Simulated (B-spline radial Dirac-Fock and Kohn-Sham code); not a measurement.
K-line shifts caused by a second vacancy in Pt⁵³⁺

System: the Pt⁵³⁺ ion, configuration [Ar] 3d7.

Method: Dirac-Fock (average of configuration) total-energy differences with a finite nucleus, the Breit interaction including its frequency dependence, and self-energy and vacuum-polarisation corrections. Computed with a radial finite-basis atomic code. Each two-hole energy is an average over J within one jj subconfiguration, not an observable level; in light atoms, where LS coupling holds, the j-resolved values are not observed lines, and for a K spectator the Kα1 hypersatellite is nearly forbidden. Electron correlation is not included.

Lines without a spectator: Kα2 (K-L2) 65186.6 eV, Kα1 (K-L3) 66911.4 eV, Kβ3 (K-M2) 75716.5 eV, Kβ1 (K-M3) 76132.2 eV. Shifts in eV with one spectator hole (a dash: not computed, or left out as unreliable):

```
spectator hole      Kα2      Kα1      Kβ3      Kβ1
        K (1s)  +1066.0  +1157.5  +1390.7  +1413.9
    L2 (2p1/2)   +142.1   +194.0        –   +367.1
    L3 (2p3/2)   +102.6   +115.0   +269.0        –
    M2 (3p1/2)        –    +35.8    +71.3    +83.7
    M3 (3p3/2)   +19.28        –    +60.5    +62.4
```
